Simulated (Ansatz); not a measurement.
H7NO4Si2 (`O[SiH2]N[Si](O)(O)O`). The species carries charge 0 and has multiplicity 1. The structure was optimised at the PBE0-D4/def2-TZVP level. It is one conformer, not always the lowest.

```xyz
14

O    -2.265    1.185    0.507
Si   -1.828    0.138   -0.682
N    -0.124    0.148   -0.994
Si    1.067   -0.257    0.150
O     0.193   -0.287    1.544
O     1.791   -1.712   -0.014
O     2.311    0.809    0.142
H    -1.845    0.998    1.351
H    -2.252   -1.236   -0.315
H    -2.506    0.597   -1.917
H     0.173    0.496   -1.892
H     0.480   -0.918    2.205
H     2.718   -1.700   -0.253
H     2.086    1.740    0.168
```

**Question.** What is the dipole moment at r2SCAN/def2-TZVPP? (Estimate.)

**Answer.** Ansatz gave: 2.56 D, with components (2.53, 0.24, 0.31) D in this frame, pointing from negative to positive charge.

**Question.** And with PBE, B3LYP, ωB97M-V? (Estimate.)

**Answer.** Ansatz gave: PBE 2.53 D, B3LYP 2.53 D, ωB97M-V 2.55 D.

**Question.** Give the Mulliken charges with r2SCAN, B3LYP, PBE in def2-TZVPP. (Best estimate.)

**Answer.** Computed: 
```tsv
atom	r2SCAN	B3LYP	PBE
O1	-0.42	-0.40	-0.36
Si2	0.56	0.54	0.44
N3	-0.39	-0.33	-0.27
Si4	0.74	0.71	0.54
O5	-0.44	-0.42	-0.37
O6	-0.42	-0.40	-0.36
O7	-0.41	-0.39	-0.35
H8	0.21	0.19	0.19
H9	-0.11	-0.11	-0.10
H10	-0.09	-0.10	-0.09
H11	0.14	0.12	0.13
H12	0.21	0.20	0.20
H13	0.21	0.20	0.20
H14	0.21	0.19	0.19
```

B3LYP here is the variant with VWN-RPA as its local correlation; programs differ in this.
